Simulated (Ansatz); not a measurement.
**Interaction energy ladder**

The pair of SiH4 (SMILES [SiH4], atoms 1–5) and SO2 (SMILES O=S=O, atoms 6–8), both closed shells, in one local arrangement (a lower one may exist), relaxed at PBE0-D4/def2-TZVP:

Si1  (-0.096, -0.062, -1.437)
H2  (0.209, -0.201, -2.886)
H3  (1.173, -0.098, -0.668)
H4  (-0.970, -1.185, -1.018)
H5  (-0.789, 1.230, -1.209)
O6  (-0.947, 0.215, 1.817)
S7  (0.015, 0.070, 2.868)
O8  (1.405, 0.030, 2.533)
(Å)

Computed with Ansatz 0.2.0 (basis: def2-TZVPPD, with def2-QZVPPD for the basis limit); correlated methods freeze the cores. B3LYP uses VWN-RPA correlation. Extrapolation: Hartree–Fock as exp(−7.88 √X), correlation as X^−2.97. Interaction energies count from these two fragments, frozen as in the pair, with the counterpoise correction; negative means bound.

(1) What is the interaction energy by CCSD(T) at an estimated basis limit (MP2 extrapolated from triple and quadruple zeta, plus CCSD(T) − MP2 in triple zeta)? (Judge from chemistry; the value comes from the calculation.)

The T1 diagnostic stays at or below 0.022. The restricted Hartree–Fock reference is unstable towards an unrestricted one at one or more of these structures.

Results:

(1) By the calculation: -4.6 kJ/mol. Hartree–Fock alone gives 2.0 kJ/mol at the basis limit, so without correlation the pair would not bind at this distance. It counts from the two fragments frozen as in the pair.

The same quantity by other methods in triple zeta, and each one's difference from that estimate:
```tsv
method	E_int (kJ/mol)	difference
PBE-D4	-5.0	-0.3
revPBE-D4	-2.9	1.7
BLYP-D4	-3.5	1.1
r2SCAN-D4	-4.3	0.3
B97M-V	-4.7	0.0
PBE0-D4	-4.8	-0.2
B3LYP-D4	-4.4	0.2
HSE06-D4	-4.8	-0.2
wB97X-V	-4.7	-0.1
wB97M-V	-4.6	0.1
B2PLYP	-0.8	3.9
HF	2.0	6.6
MP2	-3.9	0.7
CCSD	-2.9	1.7
CCSD(T)	-3.9	0.7
```
Differences are method less estimate.

Basis-set superposition shift (counterpoise-corrected less uncorrected): CCSD(T) 1.6; MP2 1.6; HF 0.2; PBE0-D4 0.2; wB97M-V 0.2 kJ/mol.

For scale, one of the runs: CCSD(T)/def2-TZVPPD, 247 basis functions, launched by `ansatz run in.yaml --threads 4 --pin off --events-out ev --progress --plain --max-ram 9574MiB`. Hardware: 4 CPU threads of an Arm Neoverse V2, shared host. Wall time 110 s; peak host memory 4.8 GiB.
